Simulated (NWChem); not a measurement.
System: C₅H₅N; SMILES C=C1C=CC=N1

Output (shortened):

```
             Northwest Computational Chemistry Package (NWChem) 7.3.0
             --------------------------------------------------------

 CS  symmetry detected

                             Geometry "geometry" -> ""
                             -------------------------

 Output coordinates in angstroms (scale by  1.889725989 to convert to a.u.)

  No.       Tag          Charge          X              Y              Z
 ---- ---------------- ---------- -------------- -------------- --------------
    1 C                    6.0000     0.01798556    -2.06615595     0.00000000
    2 C                    6.0000     0.01653613    -0.72226418     0.00000000
    3 C                    6.0000     1.17229937     0.18625201     0.00000000
    4 C                    6.0000     0.66108048     1.43947337     0.00000000
    5 C                    6.0000    -0.80091919     1.27409169     0.00000000
    6 N                    7.0000    -1.18728134     0.03271142     0.00000000
    7 H                    1.0000     0.94351092    -2.63387726     0.00000000
    8 H                    1.0000    -0.91870752    -2.61401956     0.00000000
    9 H                    1.0000     2.21127866    -0.11863185     0.00000000
   10 H                    1.0000     1.19580995     2.38155707     0.00000000
   11 H                    1.0000    -1.52281669     2.08760992     0.00000000

 Effective nuclear repulsion energy (a.u.)     203.3217950929

      Symmetry information
      --------------------

 Group name             Cs
 Group number              2
 Group order               2
 No. of unique centers    11

                                 NWChem DFT Module
                                 -----------------

 Summary of "ao basis" -> "ao basis" (spherical)
 ------------------------------------------------------------------------------
       Tag                 Description            Shells   Functions and Types
 ---------------- ------------------------------  ------  ---------------------
 C                           6-31g*                  6       14   3s2p1d
 N                           6-31g*                  6       14   3s2p1d
 H                           6-31g*                  2        2   2s

      Symmetry analysis of basis
      --------------------------

        a'         70
        a"         24

            General Information
            -------------------
          SCF calculation type: DFT
          Wavefunction type:  closed shell.
          No. of atoms     :    11
          No. of electrons :    42
           Alpha electrons :    21
            Beta electrons :    21
          Charge           :     0
          Spin multiplicity:     1
          Use of symmetry is: on ; symmetry adaption is: on
          Maximum number of iterations: 150
          AO basis - number of functions:    94
                     number of shells:    46
          Convergence on energy requested:  1.00D-06
          Convergence on density requested:  1.00D-05
          Convergence on gradient requested:  5.00D-04

              XC Information
              --------------
                         B3LYP Method XC Potential
                     Hartree-Fock (Exact) Exchange  0.200
                        Slater Exchange Functional  0.800 local
                    Becke 1988 Exchange Functional  0.720 non-local
              Lee-Yang-Parr Correlation Functional  0.810
                  VWN I RPA Correlation Functional  0.190 local

             Grid Information
             ----------------
          Grid used for XC integration:  medium
          Radial quadrature: Mura-Knowles
          Angular quadrature: Lebedev.
          Tag              B.-S. Rad. Rad. Pts. Rad. Cut. Ang. Pts.
          ---              ---------- --------- --------- ---------
          C                   0.70       49          11.0       434
          N                   0.65       49           9.0       434
          H                   0.35       45          12.0       434
          Grid pruning is: on
          Number of quadrature shells:   519
          Spatial weights used:  Erf1

      Superposition of Atomic Density Guess
      -------------------------------------

 Sum of atomic energies:        -245.08617168

      Non-variational initial energy
      ------------------------------

 Total energy =    -248.936878
 1-e energy   =    -732.102074
 2-e energy   =     279.843400
 HOMO         =      -0.287289
 LUMO         =      -0.082516

      Symmetry analysis of molecular orbitals - initial
      -------------------------------------------------

  Numbering of irreducible representations:

     1 a'          2 a"

  Orbital symmetries:

     1 a'          2 a'          3 a'          4 a'          5 a'
     6 a'          7 a'          8 a'          9 a'         10 a'
    11 a'         12 a'         13 a'         14 a'         15 a"
    16 a'         17 a'         18 a'         19 a'         20 a"
    21 a"         22 a"         23 a"         24 a"         25 a'
    26 a'         27 a'         28 a'         29 a'         30 a'
    31 a'

     ---------------------------------------------
      Total Density - Mulliken Population Analysis
     ---------------------------------------------

    Atom       Charge   Shell Charges
 -----------   ------   -------------------------------------------------------
    1 C    6     6.43   2.00  0.74  1.91  0.62  1.12  0.03
    2 C    6     5.71   2.00  0.73  1.80  0.41  0.72  0.06
    3 C    6     6.15   2.00  0.74  1.90  0.53  0.94  0.04
    4 C    6     6.29   2.00  0.75  1.94  0.57  0.99  0.04
    5 C    6     5.77   2.00  0.74  1.74  0.49  0.75  0.06
    6 N    7     7.75   2.00  0.86  2.47  0.91  1.48  0.04
    7 H    1     0.77   0.46  0.31
    8 H    1     0.78   0.46  0.31
    9 H    1     0.77   0.46  0.31
   10 H    1     0.78   0.46  0.32
   11 H    1     0.80   0.47  0.33

   convergence    iter        energy       DeltaE   RMS-Dens  Diis-err
 ---------------- ----- ----------------- --------- --------- ---------
 d= 0,ls=0.0,diis     1   -248.1526633871 -4.51D+02  1.24D-02  6.29D-01
 d= 0,ls=0.0,diis     2   -248.1334952952  1.92D-02  8.53D-03  8.49D-01
 d= 0,ls=0.0,diis     3   -248.2135513776 -8.01D-02  3.00D-03  1.71D-01
 d= 0,ls=0.0,diis     4   -248.2317821230 -1.82D-02  1.14D-03  1.24D-02
 d= 0,ls=0.0,diis     5   -248.2332986341 -1.52D-03  4.32D-04  2.22D-03
  Resetting Diis
 d= 0,ls=0.0,diis     6   -248.2335954008 -2.97D-04  1.37D-04  2.31D-04
 d= 0,ls=0.0,diis     7   -248.2336269918 -3.16D-05  4.45D-05  4.87D-06
 d= 0,ls=0.0,diis     8   -248.2336262189  7.73D-07  2.68D-05  1.10D-05
 d= 0,ls=0.0,diis     9   -248.2336275862 -1.37D-06  4.71D-06  5.56D-07
 d= 0,ls=0.0,diis    10   -248.2336276450 -5.88D-08  1.20D-06  1.22D-08

         Total DFT energy =     -248.233627644960
      One electron energy =     -736.476921987312
           Coulomb energy =      320.806429492611
    Exchange-Corr. energy =      -35.884930243160
 Nuclear repulsion energy =      203.321795092902

 Numeric. integr. density =       42.000002901918

                  Occupations of the irreducible representations
                  ----------------------------------------------

                     irrep           alpha         beta
                     --------     --------     --------
                     a'               18.0         18.0
                     a"                3.0          3.0

                       DFT Final Molecular Orbital Analysis
                       ------------------------------------

 Vector   19  Occ=2.000000D+00  E=-2.659189D-01  Symmetry=a"
              MO Center= -1.0D-01, -5.7D-01, -1.6D-14, r^2= 3.3D+00
   Bfn.  Coefficient  Atom+Function         Bfn.  Coefficient  Atom+Function
  ----- ------------  ---------------      ----- ------------  ---------------
     5      0.363300   1 C  pz               19      0.308055   2 C  pz
     9      0.280690   1 C  pz               61     -0.272675   5 C  pz
    47     -0.198477   4 C  pz               65     -0.192485   5 C  pz
    23      0.179235   2 C  pz               51     -0.151202   4 C  pz
    75     -0.101499   6 N  pz               79     -0.061742   6 N  pz

 Vector   20  Occ=2.000000D+00  E=-2.651689D-01  Symmetry=a'
              MO Center= -1.1D+00,  1.2D-01, -5.6D-17, r^2= 1.7D+00
   Bfn.  Coefficient  Atom+Function         Bfn.  Coefficient  Atom+Function
  ----- ------------  ---------------      ----- ------------  ---------------
    73      0.481533   6 N  px               77      0.341953   6 N  px
    76     -0.281584   6 N  s                34     -0.188759   3 C  s
    17     -0.185201   2 C  px               45      0.175324   4 C  px
    72     -0.167925   6 N  s                74      0.160534   6 N  py
    48     -0.148212   4 C  s                59     -0.128759   5 C  px

 Vector   21  Occ=2.000000D+00  E=-2.501914D-01  Symmetry=a"
              MO Center=  2.0D-01,  5.3D-01,  2.6D-17, r^2= 2.3D+00
   Bfn.  Coefficient  Atom+Function         Bfn.  Coefficient  Atom+Function
  ----- ------------  ---------------      ----- ------------  ---------------
    33      0.359287   3 C  pz               75     -0.355867   6 N  pz
    47      0.305050   4 C  pz               37      0.266528   3 C  pz
    79     -0.257619   6 N  pz               51      0.222697   4 C  pz
    61     -0.152153   5 C  pz               65     -0.112418   5 C  pz

 Vector   22  Occ=0.000000D+00  E=-7.688701D-02  Symmetry=a"
              MO Center=  2.6D-02, -4.1D-01,  1.1D-14, r^2= 3.8D+00
   Bfn.  Coefficient  Atom+Function         Bfn.  Coefficient  Atom+Function
  ----- ------------  ---------------      ----- ------------  ---------------
     9      0.413316   1 C  pz                5      0.376286   1 C  pz
    37     -0.267455   3 C  pz               33     -0.254747   3 C  pz
    61      0.255143   5 C  pz               65      0.244004   5 C  pz
    51      0.226513   4 C  pz               75     -0.217400   6 N  pz
    47      0.207202   4 C  pz               79     -0.206536   6 N  pz

 Vector   23  Occ=0.000000D+00  E= 6.946626D-02  Symmetry=a"
              MO Center= -1.1D-01,  9.8D-01,  7.2D-15, r^2= 2.6D+00
   Bfn.  Coefficient  Atom+Function         Bfn.  Coefficient  Atom+Function
  ----- ------------  ---------------      ----- ------------  ---------------
    51      0.614918   4 C  pz               65     -0.607151   5 C  pz
    61     -0.408228   5 C  pz               79      0.396249   6 N  pz
    47      0.385681   4 C  pz               37     -0.379705   3 C  pz
    75      0.296201   6 N  pz               33     -0.215351   3 C  pz
    19     -0.036184   2 C  pz                9      0.032144   1 C  pz

 Vector   24  Occ=0.000000D+00  E= 9.504524D-02  Symmetry=a"
              MO Center=  1.4D-01, -5.4D-01, -1.2D-14, r^2= 2.8D+00
   Bfn.  Coefficient  Atom+Function         Bfn.  Coefficient  Atom+Function
  ----- ------------  ---------------      ----- ------------  ---------------
    23      0.720153   2 C  pz               37     -0.535007   3 C  pz
    19      0.499808   2 C  pz                9     -0.488714   1 C  pz
    79     -0.378004   6 N  pz               33     -0.301955   3 C  pz
    75     -0.275547   6 N  pz               51      0.243545   4 C  pz
     5     -0.221324   1 C  pz               65      0.116592   5 C  pz

     ---------------------------------------------
      Total Density - Mulliken Population Analysis
     ---------------------------------------------

    Atom       Charge   Shell Charges
 -----------   ------   -------------------------------------------------------
    1 C    6     6.38   2.00  0.70  2.04  0.62  1.00  0.03
    2 C    6     5.71   2.00  0.70  2.05  0.38  0.53  0.06
    3 C    6     6.14   2.00  0.69  2.07  0.51  0.84  0.04
    4 C    6     6.17   2.00  0.69  2.07  0.53  0.85  0.04
    5 C    6     5.97   2.00  0.71  2.03  0.46  0.72  0.06
    6 N    7     7.39   2.00  0.82  2.39  0.88  1.26  0.04
    7 H    1     0.84   0.53  0.31
    8 H    1     0.82   0.52  0.30
    9 H    1     0.86   0.53  0.33
   10 H    1     0.86   0.53  0.33
   11 H    1     0.86   0.53  0.33

     -------------------------------------------
      Total Density - Lowdin Population Analysis
     -------------------------------------------

    Atom       Charge   Shell Charges
 -----------   ------   -------------------------------------------------------
    1 C    6     6.20   1.99  0.57  1.84  0.44  1.30  0.06
    2 C    6     5.99   1.99  0.53  1.82  0.36  1.15  0.14
    3 C    6     6.14   1.99  0.54  1.87  0.41  1.25  0.08
    4 C    6     6.16   1.99  0.54  1.87  0.41  1.27  0.08
    5 C    6     6.06   1.99  0.55  1.82  0.40  1.17  0.13
    6 N    7     7.16   1.99  0.72  2.24  0.57  1.56  0.08
    7 H    1     0.86   0.49  0.37
    8 H    1     0.85   0.49  0.36
    9 H    1     0.86   0.49  0.37
   10 H    1     0.86   0.49  0.37
   11 H    1     0.87   0.50  0.37

     Multipole analysis of the density
     ---------------------------------

     L   x y z        total         alpha         beta         nuclear
     -   - - -        -----         -----         ----         -------
     0   0 0 0     -0.000000    -21.000000    -21.000000     42.000000

     1   1 0 0      0.769217      0.384609      0.384609     -0.000000
     1   0 1 0      0.004222      0.002111      0.002111      0.000000
     1   0 0 1     -0.000000     -0.000000     -0.000000      0.000000

     2   2 0 0    -26.225713    -75.536258    -75.536258    124.846803
     2   1 1 0     -1.074403      0.081503      0.081503     -1.237410
     2   1 0 1     -0.000000     -0.000000     -0.000000      0.000000
     2   0 2 0    -20.329110   -143.983752   -143.983752    267.638395
     2   0 1 1      0.000000      0.000000      0.000000      0.000000
     2   0 0 2    -27.466271    -13.733135    -13.733135      0.000000
```

Level: B3LYP/6-31G* (spherical d). The geometry was optimised at B3LYP/6-31G* (spherical d). B3LYP is NWChem's, with the RPA form of VWN correlation.

Problem. Write an input that gives this output.

Solution. This is not unique; one that fits is the input that was run:
```
start job
memory heap 200 mb stack 900 mb global 1100 mb
geometry units angstroms noautoz
  C      0.013905    -2.067402     0.000000
  C      0.012686    -0.723510     0.000000
  C      1.168605     0.184808     0.000000
  C      0.657601     1.438117     0.000000
  C     -0.804427     1.272986     0.000000
  N     -1.191002     0.031672     0.000000
  H      0.939333    -2.635282     0.000000
  H     -0.922882    -2.615105     0.000000
  H      2.207532    -0.120254     0.000000
  H      1.192492     2.380109     0.000000
  H     -1.526185     2.086628     0.000000
end
basis spherical
  * library 6-31g*
end
dft
  xc b3lyp
  iterations 150
  mulliken
end
task dft energy
```
